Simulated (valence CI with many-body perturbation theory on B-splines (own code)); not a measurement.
**E1 transitions of Sr VI**

Method: configuration interaction combined with many-body perturbation theory (CI+MBPT): five valence electrons over a frozen Dirac-Fock core [Ar] 3d10, radial functions for each j: 11 s, 11 p, 10 d, 8 f, 5 g, 2 h, with the one-electron correlation potential Σ1, the two-electron term Σ2, the three-electron term Σ3, Breit, model QED; selected CI, second order for the rest, scaled by the run's own slope (own B-spline code, finite nucleus).

Against 20 measured levels this calculation errs by 110 cm⁻¹ on average and by 299 at most. These come from a selection out of Sansonetti, J. Phys. Chem. Ref. Data 41, 013102 (2012). Levels without a partner in it may be off by more. Among the levels kept, up to 3300 cm⁻¹ of a level comes from second order outside the variational space, and about a tenth of that is noise between levels of different J, which matters for small intervals.

Lines 201 to 250 of 600 in falling wavelength, among levels below 485520 cm⁻¹, chosen from the strongest by gf and those to the six lowest levels. Wavelengths and rates use the calculated energies, so an error of 100 cm⁻¹ moves a line at 581.7 Å by 0.058 % and its rate by three times that or more. Electric multipoles are in the length gauge, E1 and E2 with the static RPA response of the core. Weak lines are less certain than strong ones. Lines between different terms over intervals too small for the method are left out, as are lines whose strength nearly cancels. Where a level lies close to another of its J and parity, the split of strength between their lines is uncertain. The highest levels of a list are the least certain.

Names give the largest LS component (configuration and term), which can be under half, so a name can repeat, a term be missing and a line seem to break the LS rules; names also repeat where a configuration has a term twice. Letters in brackets count levels of one name in rising energy.

```tsv
λ vac (Å)	λ from measured levels	Upper	Lower	A (s⁻¹)	log gf	Branch %
595.3		4s 4p3 4d 4D°_7/2 [c]	4s2 4p2 4d 4P_5/2	5.97e+08	-0.60	3.2
586.6		4s2 4p2 4f 4G°_7/2	4s2 4p2 4d 4P_5/2	3.33e+08	-0.86	2.2
583.0		4s 4p3 4d 4D°_7/2 [e]	4s2 4p2 4d 2F_7/2 [c]	3.91e+08	-0.80	0.9
582.9		4s2 4p2 4f 2F°_5/2 [a]	4s2 4p2 4d 2D_3/2 [a]	1.04e+09	-0.50	7.1
581.7	581.0	4s 4p4 2P_3/2	4s2 4p3 2P°_3/2	2.83e+08	-1.24	5.7
580.9		4s2 4p2 4f 2P°_3/2	4s2 4p2 4d 2D_5/2 [b]	6.84e+08	-0.86	15.5
577.8		4s 4p3 4d 2F°_7/2 [b]	4s2 4p2 4d 4P_5/2	3.39e+08	-0.87	4.3
576.9		4s 4p3 4d 2P°_3/2 [b]	4s2 4p2 4d 2S_1/2	9.51e+08	-0.72	2.2
569.1		4p5 2P°_1/2	4s 4p4 2D_3/2	1.48e+09	-0.84	47.0
565.2	564.4	4s 4p4 2P_3/2	4s2 4p3 2P°_1/2	1.92e+08	-1.43	3.8
565.1		4s 4p3 4d 2P°_3/2 [a]	4s2 4p2 4d 2P_3/2 [a]	7.72e+08	-0.83	1.7
561.9	561.4	4s 4p4 2S_1/2 [a]	4s2 4p3 2P°_1/2	1.70e+09	-0.79	32.5
558.2		4s 4p3 4d 4D°_7/2 [b]	4s2 4p2 4d 2F_7/2 [a]	4.69e+08	-0.76	3.0
556.7		4s2 4p2 4f 2G°_9/2 [a]	4s2 4p2 4d 2F_7/2 [b]	4.01e+08	-0.73	21.1
555.0		4s 4p3 4d 2F°_5/2 [a]	4s2 4p2 4d 2F_7/2 [b]	5.98e+08	-0.78	4.3
554.7		4s 4p3 4d 4P°_5/2 [a]	4s2 4p2 4d 2F_7/2 [a]	8.36e+08	-0.64	4.1
553.1		4s 4p3 4d 2F°_5/2 [c]	4s2 4p2 4d 2D_3/2 [b]	7.62e+08	-0.68	2.9
550.8		4s 4p3 4d 2D°_5/2 [b]	4s2 4p2 4d 2P_3/2 [a]	1.75e+09	-0.32	5.4
544.8	544.3	4s 4p4 2S_1/2 [b]	4s2 4p3 2P°_3/2	3.25e+09	-0.54	80.8
543.7		4s 4p3 4d 2D°_3/2 [a]	4s2 4p2 4d 2F_5/2 [a]	1.08e+09	-0.72	26.0
542.1		4s2 4p2 5p 2P°_3/2 [a]	4s 4p4 2P_3/2	7.58e+08	-0.87	19.1
538.5		4s 4p3 4d 2D°_5/2 [c]	4s2 4p2 4d 2D_5/2 [a]	1.84e+09	-0.32	6.5
537.8		4s2 4p2 4f 2G°_7/2 [a]	4s2 4p2 4d 2F_5/2 [a]	5.58e+08	-0.71	9.7
534.9		4s2 4p2 4f 4D°_7/2	4s2 4p2 4d 2F_5/2 [a]	4.07e+08	-0.86	1.8
530.3	529.8	4s 4p4 2S_1/2 [b]	4s2 4p3 2P°_1/2	1.56e+08	-1.88	3.9
528.2		4s2 4p2 4f 2G°_9/2 [b]	4s2 4p2 4d 2G_7/2	2.28e+09	-0.02	47.8
527.6		4s2 4p2 4f 2G°_9/2 [a]	4s2 4p2 4d 2F_7/2 [a]	8.21e+08	-0.47	43.2
526.0		4s 4p3 4d 2F°_5/2 [a]	4s2 4p2 4d 2F_7/2 [a]	5.37e+08	-0.87	3.8
524.1		4s 4p3 4d 2D°_3/2 [d]	4s2 4p2 4d 2D_3/2 [a]	2.63e+09	-0.36	7.8
522.7		4s 4p3 4d 2F°_7/2 [a]	4s2 4p2 4d 2F_5/2 [a]	4.54e+08	-0.83	5.5
520.8	520.4	4s 4p4 2P_3/2	4s2 4p3 2D°_5/2	4.08e+09	-0.18	81.5
518.3		4s 4p3 4d 2D°_3/2 [d]	4s2 4p2 4d 4P_1/2	1.18e+09	-0.72	3.5
517.8		4s2 4p2 4f 4F°_9/2	4s2 4p2 4d 2G_9/2	4.25e+08	-0.77	1.5
516.9		4s2 4p2 4f 2F°_7/2 [b]	4s2 4p2 4d 2G_9/2	7.01e+08	-0.65	2.2
514.5		4s 4p3 4d 2F°_5/2 [c]	4s2 4p2 4d 2D_3/2 [a]	2.01e+09	-0.32	7.6
512.8		4s2 4p2 4f 4F°_9/2	4s2 4p2 4d 2G_7/2	5.10e+08	-0.70	1.8
511.8	511.3	4s 4p4 2P_3/2	4s2 4p3 2D°_3/2	4.04e+08	-1.20	8.1
511.4		4s2 4p2 4f 2H°_11/2	4s2 4p2 4d 2G_9/2	8.74e+09	0.61	95.6
509.1	508.9	4s 4p4 2S_1/2 [a]	4s2 4p3 2D°_3/2	3.45e+09	-0.57	65.8
505.7		4s 4p3 4d 2P°_1/2 [c]	4s2 4p2 4d 2P_1/2 [a]	2.41e+09	-0.73	5.6
504.6		4s 4p3 4d 4D°_3/2 [d]	4s2 4p2 4d 4P_1/2	2.20e+09	-0.47	4.7
504.5		4s 4p3 4d 4D°_7/2 [c]	4s2 4p2 4d 4F_9/2	1.90e+09	-0.24	10.2
504.4		4s2 4p2 4f 2H°_9/2	4s2 4p2 4d 2G_7/2	3.94e+09	0.18	44.6
502.4		4s 4p3 4d 2F°_7/2 [b]	4s2 4p2 4d 4D_5/2	6.06e+08	-0.74	7.7
499.2		4s 4p3 4d 4D°_1/2 [e]	4s2 4p2 4d 4P_1/2	5.46e+09	-0.39	10.7
498.4		4s 4p3 4d 4D°_5/2 [d]	4s2 4p2 4d 4P_3/2	5.96e+09	0.12	12.6
498.2		4s2 4p2 4f 4G°_7/2	4s2 4p2 4d 4F_9/2	1.49e+09	-0.35	9.7
498.0		4s 4p3 4d 4D°_3/2 [d]	4s2 4p2 4d 2P_1/2 [a]	1.15e+09	-0.77	2.4
498.0		4s 4p3 4d 6D°_5/2	4s 4p4 4P_5/2	3.74e+07	-2.08	84.8
497.9		4s 4p3 4d 4D°_3/2 [d]	4s2 4p2 4d 4P_3/2	5.03e+09	-0.13	10.7
```
